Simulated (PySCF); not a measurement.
Isomers of C7H11FSSi.

All values: PBE0/pcSseg-1 (PySCF) at GFN2-xTB geometries, gas phase, one conformer each.

Task: Rank by the lowest Hirshfeld charge on any atom, highest value first.
A. `[CH2:1]=[CH:2][CH2:3][C@@H:4]1[CH2:5][Si@@H:6]([F:7])[CH2:8][C:9]1=[S:10]` with C1–C2–C3–C4 116°, C2–C3–C4–C5 -66°, C3–C4–C5–Si6 -84°, C4–C5–Si6–F7 -132°, C5–Si6–C8–C9 -3°, Si6–C8–C9–S10 -155°
B. `[CH3:1][CH2:2][CH2:3][c:4]1[cH:5][c:6]([SiH3:7])[s:8][c:9]1[F:10]` with C1–C2–C3–C4 -64°, C2–C3–C4–C5 101°
C. `[CH3:1][C:2]#[C:3][Si@@H:4]([F:5])[C@@H:6]([CH3:7])[C:8]([CH3:9])=[S:10]` with C3–Si4–C6–C7 59°, Si4–C6–C8–C9 89°

Result: B (-0.135 e), C (-0.195 e), A (-0.206 e).

Task: Rank by the highest IAO charge on any atom, highest value first.
A. `[CH3:1][CH2:2][CH2:3][c:4]1[cH:5][c:6]([SiH3:7])[s:8][c:9]1[F:10]` with C1–C2–C3–C4 -64°, C2–C3–C4–C5 101°
B. `[CH3:1][C:2]#[C:3][Si@@H:4]([F:5])[C@@H:6]([CH3:7])[C:8]([CH3:9])=[S:10]` with C3–Si4–C6–C7 59°, Si4–C6–C8–C9 89°
C. `[CH2:1]=[CH:2][CH2:3][C@@H:4]1[CH2:5][Si@@H:6]([F:7])[CH2:8][C:9]1=[S:10]` with C1–C2–C3–C4 116°, C2–C3–C4–C5 -66°, C3–C4–C5–Si6 -84°, C4–C5–Si6–F7 -132°, C5–Si6–C8–C9 -3°, Si6–C8–C9–S10 -155°
D. `[CH3:1]/[CH:2]=[C:3]1/[SiH2:4][C@@H:5]([C:6]([CH3:7])=[S:8])[C@@H:9]1[F:10]` with Si4–C5–C6–C7 -97°

Result: B (+1.233 e), C (+1.204 e), D (+0.748 e), A (+0.616 e).

Task: Rank by HOMO energy, highest first.
A. `[CH2:1]=[CH:2][CH2:3][C@@H:4]1[CH2:5][Si@@H:6]([F:7])[CH2:8][C:9]1=[S:10]` with C1–C2–C3–C4 116°, C2–C3–C4–C5 -66°, C3–C4–C5–Si6 -84°, C4–C5–Si6–F7 -132°, C5–Si6–C8–C9 -3°, Si6–C8–C9–S10 -155°
B. `[CH3:1][CH2:2][CH2:3][c:4]1[cH:5][c:6]([SiH3:7])[s:8][c:9]1[F:10]` with C1–C2–C3–C4 -64°, C2–C3–C4–C5 101°
C. `[CH3:1][C:2]#[C:3][Si@@H:4]([F:5])[C@@H:6]([CH3:7])[C:8]([CH3:9])=[S:10]` with C3–Si4–C6–C7 59°, Si4–C6–C8–C9 89°

Result: C (-6.17 eV), A (-6.32 eV), B (-6.70 eV).

All values together:

```
                             SMILES  μ (D)  HOMO (eV)  LUMO (eV)  lowest IAO charge (e)  highest IAO charge (e)  lowest Hirshfeld charge (e)  highest Hirshfeld charge (e)
     F[Si@@H]1CC(=S)[C@@H](C2CC2)C1   3.24      -6.25      -1.99             -0.594 (C)             +1.206 (Si)                   -0.207 (F)                   +0.455 (Si)
                CCCc1cc([SiH3])sc1F   1.51      -6.70      -0.73             -0.443 (C)             +0.616 (Si)                   -0.135 (C)                   +0.304 (Si)
      CC#C[Si@@H](F)[C@@H](C)C(C)=S   4.56      -6.17      -1.84             -0.534 (F)             +1.233 (Si)                   -0.195 (F)                   +0.456 (Si)
       C=C(C)[C@@H]1C[Si@H](F)CC1=S   1.53      -6.32      -2.16             -0.589 (C)             +1.203 (Si)                   -0.202 (F)                   +0.461 (Si)
C/C=C1/[SiH2][C@@H](C(C)=S)[C@@H]1F   3.07      -6.19      -1.78             -0.433 (C)             +0.748 (Si)                   -0.140 (S)                   +0.352 (Si)
        C=CC[C@@H]1C[Si@@H](F)CC1=S   3.01      -6.32      -2.08             -0.595 (C)             +1.204 (Si)                   -0.206 (F)                   +0.454 (Si)
```

Conformers: `[F:1][Si@@H:2]1[CH2:3][C:4](=[S:5])[C@@H:6]([CH:7]2[CH2:8][CH2:9]2)[CH2:10]1` with C4–C6–C7–C8 -78°, F1–Si2–C3–C4 -108°, Si2–C3–C4–S5 153°, C3–C4–C6–C7 -79°, C6–C7–C8–C9 -109°; `[CH3:1][CH2:2][CH2:3][c:4]1[cH:5][c:6]([SiH3:7])[s:8][c:9]1[F:10]` with C1–C2–C3–C4 -64°, C2–C3–C4–C5 101°; `[CH3:1][C:2]#[C:3][Si@@H:4]([F:5])[C@@H:6]([CH3:7])[C:8]([CH3:9])=[S:10]` with C3–Si4–C6–C7 59°, Si4–C6–C8–C9 89°; `[CH2:1]=[C:2]([CH3:3])[C@@H:4]1[CH2:5][Si@H:6]([F:7])[CH2:8][C:9]1=[S:10]` with C1–C2–C4–C5 31°, C2–C4–C5–Si6 -96°, C4–C5–Si6–F7 111°, C5–Si6–C8–C9 -16°, Si6–C8–C9–S10 -146°; `[CH3:1]/[CH:2]=[C:3]1/[SiH2:4][C@@H:5]([C:6]([CH3:7])=[S:8])[C@@H:9]1[F:10]` with Si4–C5–C6–C7 -97°; `[CH2:1]=[CH:2][CH2:3][C@@H:4]1[CH2:5][Si@@H:6]([F:7])[CH2:8][C:9]1=[S:10]` with C1–C2–C3–C4 116°, C2–C3–C4–C5 -66°, C3–C4–C5–Si6 -84°, C4–C5–Si6–F7 -132°, C5–Si6–C8–C9 -3°, Si6–C8–C9–S10 -155°.
